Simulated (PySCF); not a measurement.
## Ne+ (neon, charge +1): UHF calculation

Configuration: [He] 2s2 2p4 3d1, one real determinant (an excited configuration). Computed with PySCF 2.14 in aug-cc-pwCVTZ (7s6p4d2f, 59 functions), with the non-relativistic Hamiltonian (point nucleus).

```
Total energy                                                  : -126.198341 hartree
One-electron energy                                           : -170.3017 hartree
Hartree (Coulomb) energy                                      : 55.4847 hartree
Exchange energy                                               : -11.3814 hartree
Kinetic energy                                                : 127.36618 hartree
⟨S²⟩                                                          : 3.7535
⟨L²⟩                                                          : 8.009
Sum of ⟨r⟩                                                    : 7.289 bohr
Sum of ⟨r²⟩                                                   : 9.607 bohr²
Traceless quadrupole moment −½Σ⟨3z² − r²⟩ along its main axis : 0.922 e·bohr²
Density at the nucleus (Gaussians lack the cusp)              : 602 bohr⁻³
Spin density at the nucleus                                   : 0.0259 bohr⁻³
Langevin diamagnetic susceptibility                           : -7.61 ×10⁻⁶ cm³/mol
```

```csv
shell,electrons,mean orbital energy (hartree),spread (hartree),"rms radius, mean of both spins (bohr)"
1s α,1,-34.22092,0,0.183
1s β,1,-34.09030,0,0.183
2s α,1,-3.15172,0,0.911
2s β,1,-2.67579,0,0.911
2p α,3,-2.08445,0.13933,0.919
2p β,1,-1.86834,0,0.919
3d α,1,0.16547,0,2.12
```

⟨L²⟩ = 8.01 against 12 for a pure F term, so this real determinant mixes terms. The outer electron is Rydberg-like, and this basis confines it to a smaller radius and binds it less than a complete one would. At UHF the highest occupied level has a positive energy, so only the finite basis holds that electron; for this excited configuration the basis is too tight for the outer shell.

Spin-orbit constants ζ (cm⁻¹) from the X2C one-electron operator on these orbitals (non-relativistic here): bare nucleus, nucleus screened by l(l+1)(2l+1)/3 electrons, and screened by the Breit-Pauli mean field of the electrons.

| shell | bare | screened nucleus | mean field |
| --- | --- | --- | --- |
| 2p | 813.4 | 650.7 | 579.4 |
| 3d | 14.26 | 2.853 | 2.275 |

To first order the Landé constant is A = -63.88 cm⁻¹, so the lowest level has J = 9/2 and lies 0.0356 eV below the centre of the term. This holds in LS coupling only.
